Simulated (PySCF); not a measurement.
**CaCl and its ions**

r²SCAN; Ca x2c-SVPall, Cl x2c-SVPall; spin-free X2C with a Gaussian nucleus (PySCF 2.14). Neutral (UKS): doublet (σ ↑), Re = 2.425 Å, ωe = 389 cm⁻¹, De = 4.70 eV, HOMO -3.85 eV, LUMO -2.37 eV.

CaCl⁺ (UKS): singlet (closed shell), Re = 2.327 Å, ωe = 459 cm⁻¹, De = 4.72 eV to Ca⁺ + Cl. The energies at the minima are -1141.82827 hartree for CaCl and -1141.61319 for CaCl⁺.

(1) Work out the adiabatic ionisation energy, without and with harmonic zero-point energies (1 hartree = 27.2114 eV, 1 eV = 8065.5 cm⁻¹), and the change of the bond length.

For an ion De counts to the pair picked by the measured ionisation energies or electron affinities, which need not be the lowest pair at this level. States were picked by a PBE0 search and need not be the measured ground states.

Answers

(1) At r²SCAN: 0.21508 hartree = 5.853 eV between the minima; the zero-point term (459.0 − 389.0)/2 cm⁻¹ = +0.004 eV makes it 5.857 eV. Re changes by -9.8 pm against the neutral. The electron leaves a σ orbital; in so polar a molecule the change of length follows mostly from the change of the ionic charges.
